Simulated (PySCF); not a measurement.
F2H3NSn, SMILES [F][SnH]([F])[NH2]. The structure is a stationary point at B3LYP-D3(BJ)/def2-SVP. The def2 effective core potentials stand for the cores of Sn; spin–orbit coupling is left out. One conformer was computed; it need not be the lowest.

Computed equilibrium geometry at B3LYP-D3(BJ)/def2-SVP (PySCF confirms it by a frequency run) as bond lengths and angles, and its point group (one conformer of several):
point group Cs.
Atoms: Sn1 N2 F3 F4 H5 H6 H7. Bond lengths (Å): Sn1–N2 2.030, Sn1–F3 1.942, Sn1–F4 1.942, Sn1–H5 1.702, N2–H6 1.022, N2–H7 1.022. Bond angles (°): N2–Sn1–F3 106.8, N2–Sn1–F4 106.8, N2–Sn1–H5 120.0, F3–Sn1–F4 106.2, F3–Sn1–H5 108.1, F4–Sn1–H5 108.1, Sn1–N2–H6 110.3, Sn1–N2–H7 110.3, H6–N2–H7 107.3.
